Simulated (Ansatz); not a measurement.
Start from `[OH][GeH]([SiH3])[SiH3]` and change one atom or group to get `[SiH3][GeH2][SiH3]`.

Ansatz, PBE0-D4/def2-TZVP geometries, multiplicity 1. Each molecule was computed in one conformer, which needn't be the lowest.

Scalar relativity is left out up to krypton.

```tsv
property	`[OH][GeH]([SiH3])[SiH3]`
LUMO energy (PBE0/def2-TZVPP) / eV	-0.68
HOMO energy (PBE/def2-TZVPP) / eV	-6.37
LUMO energy (ωB97M-V/def2-TZVPP) / eV	1.07
LUMO energy (B3LYP/def2-TZVPP) / eV	-0.87
HOMO–LUMO gap (B3LYP/def2-TZVPP) / eV	6.49
ideal-gas entropy at 298 K and 1 bar (rigid rotor, harmonic PBE0-D4/def2-TZVP) / J/(mol·K)	401
```

(1) What does the change do to each property? (An estimate is asked.)

Answers

(1) Computed: 
| property | `[SiH3][GeH2][SiH3]` | shift |
| --- | --- | --- |
| LUMO energy (PBE0/def2-TZVPP) / eV | -0.10 | 0.58 |
| HOMO energy (PBE/def2-TZVPP) / eV | -6.90 | -0.53 |
| LUMO energy (ωB97M-V/def2-TZVPP) / eV | 1.55 | 0.48 |
| LUMO energy (B3LYP/def2-TZVPP) / eV | -0.29 | 0.58 |
| HOMO–LUMO gap (B3LYP/def2-TZVPP) / eV | 7.44 | 0.95 |
| ideal-gas entropy at 298 K and 1 bar (rigid rotor, harmonic PBE0-D4/def2-TZVP) / J/(mol·K) | 361 | -40 |

With PBE0 the HOMO falls by 0.35 eV and the LUMO rises by 0.58 eV, so the gap widens by about 0.93 eV. PBE moves the HOMO by -0.53 eV and ωB97M-V by -0.31 eV. The zero-point energy changes by -15.8 kJ/mol with -3 modes.

B3LYP here is the variant with VWN-RPA as its local correlation; programs differ in this.
